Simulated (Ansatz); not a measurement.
## Ligand exchange: GeH(SH)3 + SnH2(SH)2 → Ge(SH)4 + SnH3(SH)

Species: GeH(SH)3, singlet; SnH2(SH)2, singlet; Ge(SH)4, singlet; SnH3(SH), singlet. The partners trade H for SH: Ge–H and Sn–SH bonds give way to Ge–SH and Sn–H.

Shapes, held fixed at every level: PBE0-D4/def2-TZVP. Flexible molecules stand in one conformer, not always the lowest. Programs: Ansatz 0.2.0. Electronic energies: no zero-point or thermal term.

```
              level                    kind  ΔE (kJ/mol)  less CCSD(T)/def2-TZVPP
      HF/def2-TZVPP            Hartree–Fock        +15.0                     +9.7
  PBE-D4/def2-TZVPP                     GGA         +6.8                     +1.5
BHLYP-D4/def2-TZVPP           global hybrid         +7.3                     +2.0
 wB97M-V/def2-TZVPP  range-separated hybrid         +7.3                     +2.0
 wB97X-V/def2-TZVPP  range-separated hybrid         +8.0                     +2.7
    CCSD/def2-TZVPP   coupled cluster or CI         +6.9                     +1.6
 CCSD(T)/def2-TZVPP   coupled cluster or CI         +5.3                      0.0
```

The highest level, CCSD(T)/def2-TZVPP, gives ΔE = +5.3 kJ/mol; the levels span +5.3 to +15.0. The column of differences is taken from that level and isn't an error. No measured value is set beside it here. For atoms past krypton def2 sets carry core potentials with scalar relativity. Relativity is left out for Ge unless named. Correlated rows may include outer-core shells of Ge, Sn, which these sets cover unevenly.
